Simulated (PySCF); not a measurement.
# Atomic charges against the basis set

Compound: C2H6BNS2.
Atom-mapped SMILES: `[NH2:1][B:2]1[S:3][CH2:4][CH2:5][S:6]1` (hydrogens: H7, H8 on N1; H9, H10 on C4; H11, H12 on C5)

PBE0 throughout (PySCF), one geometry, spherical d and f functions. Isolated species at its PBE0-D3(BJ)/def2-SVP geometry (one conformer only). Atoms taken as equivalent share a column and are averaged.

Mulliken charges (e):

| basis | functions | N1 | B2 | S3/S6 | C4/C5 | H7/H8 | H9/H10/H11/H12 |
| --- | --- | --- | --- | --- | --- | --- | --- |
| STO-3G | 44 | -0.469 | +0.053 | +0.059 | -0.221 | +0.204 | +0.083 |
| 6-31G | 74 | -0.861 | +0.090 | +0.172 | -0.576 | +0.344 | +0.223 |
| pcSseg-0 | 74 | -0.835 | +0.494 | -0.043 | -0.730 | +0.338 | +0.303 |
| 6-31G* | 104 | -0.815 | +0.185 | +0.010 | -0.490 | +0.359 | +0.218 |
| cc-pVDZ | 122 | -0.046 | +0.019 | -0.121 | -0.134 | +0.106 | +0.081 |
| def2-SVP | 122 | -0.108 | +0.036 | -0.158 | -0.127 | +0.144 | +0.088 |
| aug-cc-pVDZ | 200 | +0.016 | +0.558 | -0.021 | +0.042 | -0.027 | -0.140 |
| 6-311+G(2d,p) | 214 | -0.702 | +0.433 | -0.145 | -0.303 | +0.250 | +0.167 |
| def2-TZVP | 234 | -0.464 | +0.137 | -0.171 | -0.177 | +0.247 | +0.132 |
| cc-pVTZ | 272 | -0.221 | +0.044 | -0.130 | -0.168 | +0.158 | +0.114 |
| IGLO-III | 288 | -0.507 | +0.222 | +0.003 | -0.387 | +0.208 | +0.160 |
| pcSseg-2 | 314 | -0.458 | +0.232 | -0.120 | -0.098 | +0.172 | +0.079 |

IAO charges (e):

| basis | functions | N1 | B2 | S3/S6 | C4/C5 | H7/H8 | H9/H10/H11/H12 |
| --- | --- | --- | --- | --- | --- | --- | --- |
| STO-3G | 44 | -0.460 | -0.088 | +0.135 | -0.352 | +0.224 | +0.134 |
| 6-31G | 74 | -0.555 | -0.019 | +0.006 | -0.339 | +0.284 | +0.168 |
| pcSseg-0 | 74 | -0.515 | -0.030 | +0.005 | -0.349 | +0.275 | +0.171 |
| 6-31G* | 104 | -0.558 | -0.001 | +0.015 | -0.326 | +0.277 | +0.157 |
| cc-pVDZ | 122 | -0.551 | -0.008 | +0.014 | -0.321 | +0.277 | +0.154 |
| def2-SVP | 122 | -0.542 | -0.015 | +0.020 | -0.318 | +0.273 | +0.151 |
| aug-cc-pVDZ | 200 | -0.580 | +0.001 | +0.011 | -0.324 | +0.286 | +0.158 |
| 6-311+G(2d,p) | 214 | -0.583 | -0.005 | +0.020 | -0.331 | +0.287 | +0.159 |
| def2-TZVP | 234 | -0.580 | -0.004 | +0.023 | -0.333 | +0.285 | +0.158 |
| cc-pVTZ | 272 | -0.578 | 0.000 | +0.018 | -0.331 | +0.285 | +0.159 |
| IGLO-III | 288 | -0.586 | -0.008 | +0.027 | -0.333 | +0.286 | +0.158 |
| pcSseg-2 | 314 | -0.583 | -0.003 | +0.022 | -0.333 | +0.286 | +0.159 |

Hirshfeld charges (e):

```json
{"basis": "STO-3G", "functions": "44", "N1": "-0.214", "B2": "+0.063", "S3/S6": "-0.050", "C4/C5": "-0.018", "H7/H8": "+0.115", "H9/H10/H11/H12": "+0.015"}
{"basis": "6-31G", "functions": "74", "N1": "-0.230", "B2": "+0.073", "S3/S6": "-0.102", "C4/C5": "-0.052", "H7/H8": "+0.138", "H9/H10/H11/H12": "+0.047"}
{"basis": "pcSseg-0", "functions": "74", "N1": "-0.234", "B2": "+0.065", "S3/S6": "-0.078", "C4/C5": "-0.056", "H7/H8": "+0.138", "H9/H10/H11/H12": "+0.040"}
{"basis": "6-31G*", "functions": "104", "N1": "-0.231", "B2": "+0.080", "S3/S6": "-0.106", "C4/C5": "-0.049", "H7/H8": "+0.137", "H9/H10/H11/H12": "+0.047"}
{"basis": "cc-pVDZ", "functions": "122", "N1": "-0.239", "B2": "+0.070", "S3/S6": "-0.076", "C4/C5": "-0.063", "H7/H8": "+0.137", "H9/H10/H11/H12": "+0.043"}
{"basis": "def2-SVP", "functions": "122", "N1": "-0.246", "B2": "+0.069", "S3/S6": "-0.066", "C4/C5": "-0.066", "H7/H8": "+0.137", "H9/H10/H11/H12": "+0.042"}
{"basis": "aug-cc-pVDZ", "functions": "200", "N1": "-0.261", "B2": "+0.085", "S3/S6": "-0.056", "C4/C5": "-0.083", "H7/H8": "+0.132", "H9/H10/H11/H12": "+0.048"}
{"basis": "6-311+G(2d,p)", "functions": "214", "N1": "-0.259", "B2": "+0.080", "S3/S6": "-0.058", "C4/C5": "-0.079", "H7/H8": "+0.133", "H9/H10/H11/H12": "+0.047"}
{"basis": "def2-TZVP", "functions": "234", "N1": "-0.259", "B2": "+0.083", "S3/S6": "-0.063", "C4/C5": "-0.078", "H7/H8": "+0.134", "H9/H10/H11/H12": "+0.047"}
{"basis": "cc-pVTZ", "functions": "272", "N1": "-0.257", "B2": "+0.082", "S3/S6": "-0.067", "C4/C5": "-0.076", "H7/H8": "+0.135", "H9/H10/H11/H12": "+0.047"}
{"basis": "IGLO-III", "functions": "288", "N1": "-0.267", "B2": "+0.083", "S3/S6": "-0.046", "C4/C5": "-0.084", "H7/H8": "+0.131", "H9/H10/H11/H12": "+0.045"}
{"basis": "pcSseg-2", "functions": "314", "N1": "-0.264", "B2": "+0.087", "S3/S6": "-0.058", "C4/C5": "-0.083", "H7/H8": "+0.134", "H9/H10/H11/H12": "+0.048"}
```

Some averages cover members that differ in this geometry, most widely: H9/H10/H11/H12, Mulliken in aug-cc-pVDZ -0.163 to -0.117 e.

Task: Which scheme is steadiest as the basis changes?

Result: Largest range over the bases for any column: Hirshfeld 0.07 e, IAO 0.13 e, Mulliken 0.88 e. Hirshfeld charges move least and Mulliken charges most, counted in e. Without the minimal STO-3G basis the ranges are Hirshfeld 0.06, IAO 0.07, Mulliken 0.88 e.

Task: How much do the charges still move between the two largest bases, IGLO-III and pcSseg-2?

Result: At most, over all atoms: Mulliken 0.290 e, IAO 0.005 e, Hirshfeld 0.012 e.

Task: What do the same runs give for the total energy, the frontier levels and the dipole moment?

Result: 
| basis | energy (Eh) | HOMO (eV) | LUMO (eV) | μ (D) |
| --- | --- | --- | --- | --- |
| STO-3G | -944.7278 | -3.10 | 5.00 | 0.77 |
| 6-31G | -955.3226 | -6.57 | 0.75 | 0.26 |
| pcSseg-0 | -954.1599 | -6.79 | 0.58 | 0.51 |
| 6-31G* | -955.4073 | -6.48 | 0.57 | 0.31 |
| cc-pVDZ | -955.4666 | -6.45 | 0.59 | 0.41 |
| def2-SVP | -955.0899 | -6.45 | 0.63 | 0.42 |
| aug-cc-pVDZ | -955.4842 | -6.63 | -0.28 | 0.01 |
| 6-311+G(2d,p) | -955.5224 | -6.62 | -0.25 | 0.02 |
| def2-TZVP | -955.5372 | -6.59 | 0.13 | 0.09 |
| cc-pVTZ | -955.5440 | -6.59 | 0.23 | 0.15 |
| IGLO-III | -955.5380 | -6.54 | -0.01 | 0.10 |
| pcSseg-2 | -955.5547 | -6.64 | -0.04 | 0.06 |

The dipole is fixed by the density alone, so its range of 0.76 D shows that the density itself changes with the basis, not only its division among atoms.
